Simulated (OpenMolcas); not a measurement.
Rh2+: effect of the basis set

* Program: OpenMolcas 26.06
* Method: MS-CASPT2, IPEA 0.25 Eh, imaginary shift 0.1 Eh (closed shells correlated: 4s 4p)
* Active space: 7 electrons in 5 orbitals (4d)
* State averaging: 2S+1 = 4 even, 10 roots; 2S+1 = 2 even, 40 roots
* Spin-orbit coupling: RASSI with atomic mean-field integrals over the reference wave functions, term energies averaged over their components

A. ANO-R1 [6s4p3d1f], X2C, finite nucleus; CASPT2 step of the order of 8 core-seconds
B. ANO-RCC-VDZP [6s5p3d1f], DKH2, point nucleus; CASPT2 step about 5 core-seconds
C. ANO-R2 [7s5p4d2f1g], X2C, finite nucleus; CASPT2 step roughly 8 core-seconds
D. ANO-RCC-VTZP [7s6p4d2f1g], DKH2, point nucleus; CASPT2 step about 10 core-seconds
E. ANO-R3 [8s6p5d3f2g1h], X2C, finite nucleus; CASPT2 step about 29 core-seconds
F. ANO-RCC-VQZP [8s7p5d3f2g1h], DKH2, point nucleus; CASPT2 step of the order of 22 core-seconds

Energies in cm⁻¹ above 4d⁷ ⁴F_9/2, the measured ground level; measured values from the list in Shadmi, J. Res. Natl. Bur. Stand. 70A, 435 (1966).

| Level | A | B | C | D | E | F | Measured |
| --- | --- | --- | --- | --- | --- | --- | --- |
| 4d⁷ ⁴F_9/2 | 0.0 | 0.0 | 0.0 | 0.0 | 0.0 | 0.0 | 0.0 |
| 4d⁷ ⁴F_7/2 | 2170 | 2210 | 2090 | 2090 | 2140 | 2130 | 2148 |
| 4d⁷ ⁴F_5/2 | 3550 | 3600 | 3420 | 3420 | 3490 | 3480 | 3486 |
| 4d⁷ ⁴F_3/2 | 4420 | 4480 | 4270 | 4270 | 4340 | 4330 | 4322 |
| 4d⁷ ⁴P_3/2 [68 %] | 12410 | 12410 | 11520 | 11740 | 11590 | 11580 | 10997 |
| 4d⁷ ⁴P_5/2 | 12740 | 12760 | 11590 | 11800 | 11720 | 11720 | 11062 |
| 4d⁷ ²G_9/2 | 13810 | 13820 | 13450 | 13640 | 13250 | 13250 |  |
| 4d⁷ ⁴P_1/2 | 14090 | 14130 | 12980 | 13190 | 13110 | 13100 |  |
| 4d⁷ ²G_7/2 | 15890 | 15930 | 15490 | 15680 | 15320 | 15320 |  |
| 4d⁷ ²P_1/2 | 18860 | 18910 | 18380 | 18640 | 18410 | 18360 |  |
| 4d⁷ ²H_11/2 | 19040 | 19010 | 18210 | 18410 | 17940 | 17930 |  |
| 4d⁷ ²D_5/2(1) | 19100 | 19220 | 18900 | 19140 | 18770 | 18760 |  |
| 4d⁷ ²H_9/2 | 21140 | 21150 | 20270 | 20470 | 20060 | 20040 |  |
| 4d⁷ ²D_3/2(1) [73 %] | 22710 | 22860 | 22200 | 22440 | 22170 | 22150 |  |
| 4d⁷ ²F_5/2 | 29700 | 29730 | 27760 | 28010 | 27490 | 27510 |  |
| 4d⁷ ²F_7/2 | 30760 | 30810 | 28790 | 29040 | 28550 | 28570 |  |
| 4d⁷ ²D_3/2(2) | 46110 | 46160 | 44360 | 44670 | 44010 | 44030 |  |
| 4d⁷ ²D_5/2(2) | 47300 | 47370 | 45330 | 45650 | 45020 | 45030 |  |

Deviations, from unrounded energies. A percentage is the sum of absolute deviations over the sum of measured energies, with the sign that they share, or ± where signs differ.

```json
{"Against measurement": "mean absolute deviation (cm-1)", "Levels": "5", "A": "650", "B": "690", "C": "240", "D": "330", "E": "260", "F": "250"}
{"Against measurement": "fine structure of the ground term (%)", "Levels": "3", "A": "+1.8", "B": "+3.4", "C": "-1.7", "D": "-1.7", "E": "±0.3", "F": "±0.3"}
{"Against measurement": "other terms of the ground configuration (%)", "Levels": "2", "A": "+14.0", "B": "+14.1", "C": "+4.8", "D": "+6.7", "E": "+5.7", "F": "+5.6"}
```

C, E, F lie about equally close to measurement and B furthest from it. The largest miss of C in the table is 4d⁷ ⁴P_5/2, by +530 cm-1. The ranking rests on the paired levels alone, and a cruder setting can come out closer through cancelling errors.

The two smallest mean deviations differ by little beside CASPT2's spread within terms, so their order carries little weight.

Among A to F the level of the table that moves most is 4d⁷ ²D_5/2(2), by 2400 cm-1 (lowest in E, highest in B). Moves below CASPT2's spread within the term are not significant.

CASPT2 does not keep the components of a term degenerate, so their means are used; among the terms shown or strongly mixed into the levels shown the widest spread is 1100 cm-1 (4d⁷ ⁴F, F). Levels of configurations with an s electron are missing; early in the row they begin among the upper levels of the d shell and mix with terms of their name. The CASPT2 spread within a term exceeds the gap to the next term for 4d⁷ ²D(1) and 4d⁷ ²H, so the order of their levels is uncertain (figures for A; the like holds for B). Some terms miss by over 15 % even with CASPT2, which points to a basis or an active space too small for the shells correlated (holds for A; B). Measured partners are found by configuration, term and J. A level has none where our copy of the source lacks it or the pairing is in doubt (some pairs that miss far off the trend of their configuration count as doubtful), and it then counts in no deviation. Only configurations of the active space appear. The table leaves out levels that lie high or whose names do not pair safely across all columns.

A share in square brackets marks a mixed level and gives the weight of the term that names it, the lowest over the columns. A number in round brackets counts repeated terms of one configuration in the order of the reference energies.
